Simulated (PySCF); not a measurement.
Compound: TiBr2(OMe)2, C2H6Br2O2Ti (singlet state).
Bonds: Ti1–Br2, Ti1–Br3, Ti1–O4, Ti1–O9, O4–C5, O9–C10. Hydrogens: H6, H7, H8 on C5; H11, H12, H13 on C10.

Level of theory: PBE0-D3(BJ)/def2-SVP geometry optimisation, gas phase in PySCF.

**Question.** What internal coordinates does the optimisation give?

**Answer.** 
| bond | length (pm) |
| --- | --- |
| Ti1–Br2, Ti1–Br3 | 236.5 |
| Ti1–O4, Ti1–O9 | 172.7 |
| O4–C5, O9–C10 | 138.6 |
| C5–H6 and 5 like bonds | 110.2 |

Bonds in one row agree within 1 pm and their mean is given. A selection of angles:
| angle | degrees |
| --- | --- |
| Br2–Ti1–Br3 | 111.0 |
| Br2–Ti1–O4 | 109.4 |
| Br3–Ti1–O4 | 108.1 |
| O4–Ti1–O9 | 110.5 |
| Ti1–O4–C5 | 169.0 |
| O4–C5–H6 | 109.8 |
| O4–C5–H7 | 110.8 |
| H6–C5–H7 | 108.8 |
| Ti1–O9–C10 | 173.2 |

O4 (oxygen bonded to C and Ti) is bent (angle 169.0°). Ti1 (titanium bonded to 2 Br and 2 O) is tetrahedral (angles from 108.1° to 111.0°).

Point group: near Cs, missed by 0.10 Å at most; the miss may be what the optimiser left on a soft mode. No frequency check.

Time: 11 min wall, 9.2 min CPU; peak memory 1.0 GiB. Hardware: an Intel Xeon at 2.50 GHz with one thread (shared host). These figures are those of the optimisation.
